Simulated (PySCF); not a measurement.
AlFBr2, SMILES [F][Al]([Br])[Br]. Geometry optimised at B3LYP-D3(BJ)/def2-SVP. The structure was generated by enumeration; whether it is a known compound was not checked.

Computed equilibrium geometry at B3LYP-D3(BJ)/def2-SVP (PySCF confirms it by a frequency run) as bond lengths and angles, and its point group:
point group C2v.
Atoms: Al1 F2 Br3 Br4. Bonds (Å): Al1–F2 1.656, Al1–Br3 2.232, Al1–Br4 2.232. Bond angles (°): F2–Al1–Br3 118.8, F2–Al1–Br4 118.8, Br3–Al1–Br4 122.3.
